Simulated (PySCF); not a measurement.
An unknown is described by computed data only.

Formula: C7H12.

| Quantity | Value |
| --- | --- |
| 13C NMR | chemical shifts (computed TMS as zero) by class: 39.8 (2 C), 39.8 (1 C), 32.5 (4 C) ppm [GIAO PBE0/pcSseg-1] |
| Dipole | 0.09 D [B3LYP/def2-SVPD] |
| Polarisability | 75.7 au [B3LYP/def2-SVPD] |
| 1H NMR | chemical shifts (computed TMS as zero) by class: 2.11 (2 H), 1.60 (4 H), 1.17 (4 H), 1.09 (2 H) ppm [GIAO PBE0/pcSseg-1] |
| UV, strongest line | among the 8 lowest singlet transitions: S7 at 8.62 eV (144 nm, f = 0.075) [TDDFT B3LYP/def2-SVPD] |
| UV, first state | lowest singlet excitation: 7.44 eV (167 nm, f = 0.000) [TDDFT B3LYP/def2-SVPD] |
| Rotational structure | rotational constants A, B, C: 3.765, 3.257, 2.828 GHz [GFN2-xTB] |
| Triplet | lowest triplet excitation (Tamm–Dancoff): 7.31 eV [TDA B3LYP/def2-SVPD] |

Electronic properties: PySCF, gas phase, density fitting. Levels stand in brackets. Geometry: GFN2-xTB; no solvent, vibrations or thermal averaging. NMR values are class means; diastereotopic atoms form classes of their own.

Problem. Propose a structure and show how it fits.

Solution. Numbering: `[CH2:1]1[CH2:2][C@H:3]2[CH2:4][CH2:5][C@@H:6]1[CH2:7]2`. Its formula, C7H12, gives 2 degrees of unsaturation: 2 rings and 0 π bonds in the structure found. 7 carbons fall into 3 classes; from least to most shielded: sp3 carbon at a ring junction [C3/C6] (39.8 ppm, 2 C), ring CH2 carbon [C7] (39.8 ppm), ring CH2 carbon [C1/C2/C4/C5] (32.5 ppm, 4 C). Hydrogen classes from least to most shielded: 2 H on 2 like atoms (sp3 carbon at a ring junction), C3/C6 (2.11 ppm), 4 H on 4 ring CH2 carbons, C1/C2/C4/C5 (1.60 ppm), 4 H on 4 ring CH2 carbons, C1/C2/C4/C5 (1.17 ppm), 2 H on a ring CH2 carbon, C7 (1.09 ppm). The optimised geometry has point group C2v and is an asymmetric top. Structure: `C1C[C@H]2CC[C@@H]1C2`. Computed isomers that give other values at the same levels: `C=CC/C(C)=C/C` (13C chemical shifts (computed TMS as zero) by class: 148.3 (1 C), 140.5 (1 C), 128.7 (1 C), 122.3 (1 C), 51.4 (1 C), 17.3 (1 C), 15.1 (1 C) ppm); `C[C@@H]1[C@H]2CCC[C@@H]12` (13C chemical shifts (computed TMS as zero) by class: 31.4 (2 C), 29.2 (2 C), 24.6 (1 C), 19.3 (1 C), 16.5 (1 C) ppm); `CC#CC(C)(C)C` (lowest singlet excitation: 6.37 eV (195 nm, f = 0.033 summed over 2 states within 0.01 eV)). The assignments are read from this structure; whether some other isomer fits the data as well wasn't checked.
